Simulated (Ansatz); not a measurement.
Se(Me)(SeH) (CH₄Se₂), SMILES [Se](C)[SeH].

Coordinates come from a B3LYP-D3(BJ)/def2-SVP optimisation. The values are those of a single conformer.

Two levels are set side by side: PBE/def2-SVPD (Ansatz, a program for electronic structure) and CAM-B3LYP/def2-SVPD (Ansatz). Energy differences of separate SCF runs at the same geometry; the states with an electron removed or added have multiplicity 2 and 2. Differences are taken from unrounded values.

```csv
quantity,CAM-B3LYP,PBE,PBE minus CAM-B3LYP
vertical ionisation energy (eV),8.90,8.63,-0.27
vertical singlet–triplet gap (eV),3.17,2.95,-0.22
```
